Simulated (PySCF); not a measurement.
**MGa cations for M along group 15**

CCSD(T) with double-zeta basis sets in PySCF, for the lowest determinant that a PBE0 search found; no spin–orbit coupling. De refers to high-spin ground-configuration atoms (the charge goes to the atom of lower measured ionisation energy or higher electron affinity, which is not always the lowest computed limit).

```json
{"M": "N", "basis": "pcseg-1", "reference, frozen orbitals": "UHF, 10", "charged atom": "Ga+", "state (unpaired electrons)": "quartet (σ ↑, π ↑↑)", "Re (Å)": "3.072", "ωe (cm⁻¹)": "85.3", "De (eV)": "0.09"}
{"M": "P", "basis": "cc-pVDZ-PP/cc-pV(D+d)Z", "reference, frozen orbitals": "UHF, 9", "charged atom": "Ga+", "state (unpaired electrons)": "quartet (σ ↑, π ↑↑)", "Re (Å)": "2.898", "ωe (cm⁻¹)": "109", "De (eV)": "0.31"}
{"M": "Bi", "basis": "cc-pVDZ-PP", "reference, frozen orbitals": "UHF, 8", "charged atom": "Ga+", "state (unpaired electrons)": "quartet (σ ↑, π ↑↑)", "Re (Å)": "3.093", "ωe (cm⁻¹)": "89.9", "De (eV)": "n/a"}
```

The shortest bond is that of GaP⁺ (2.898 Å), the longest that of GaBi⁺ (3.093 Å).

The rows differ in basis set, which adds steps of its own.

Down a group the atoms grow and get heavier, so bonds lengthen and wavenumbers fall; the exceptions here are the shorter bond at P and the higher wavenumber at P.

Correlated steps freeze the inner cores (8 to 10 orbitals); shallow outer-core shells are correlated. Weak bonds: GaN⁺, GaP⁺. Basis-set superposition, not corrected here, can be much of De in a small basis, most of all at correlated wavefunction levels. These are scalar-relativistic numbers at best; spin–orbit coupling would shift them, the dissociation energy most. For an ion De counts to the pair picked by the measured ionisation energies or electron affinities, which need not be the lowest pair at this level. States were picked by a PBE0 search and need not be the measured ground states.
